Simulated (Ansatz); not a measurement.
CH₅AlOSi, relaxed with RKS PBE0-D4/def2-TZVP in the Gaussian-basis code of Ansatz from a PBE-D4/def2-SVP geometry. The force threshold is 0.005 eV/Å; the program also tests the step.

Total charge 0; spin multiplicity 1. The bonds changed during the relaxation, so this is another structure than the one it started from.

Start:

```xyz
9

O    -0.739    0.470    1.963
C    -1.651    0.650    1.113
Al    0.011    0.990    0.128
Si    0.986   -0.949   -1.003
H    -2.715    0.511    1.453
H     0.518    2.502    0.147
H     2.483   -1.034   -0.836
H     0.711   -0.903   -2.487
H     0.397   -2.236   -0.479
```

By how much does the energy fall, and how many steps does the optimiser take? (Estimate.)

The calculation gave: 0.04 eV, in 14 steps, 2 of them rejected.

Which bonds change most? (Estimate.)

Computed: O1–Al3 from 2.049 to 1.967 Å; C2–H5 from 1.125 to 1.104 Å; C2–Al3 from 1.962 to 1.941 Å; Si4–H9 from 1.509 to 1.491 Å.

Give the relaxed structure. (Estimate.)

Computed: 
```xyz
9

O    -0.708    0.509    1.926
C    -1.655    0.648    1.122
Al   -0.008    0.965    0.145
Si    0.981   -0.953   -1.000
H    -2.675    0.508    1.520
H     0.466    2.473    0.082
H     2.449   -1.060   -0.761
H     0.788   -0.855   -2.477
H     0.361   -2.235   -0.557
```
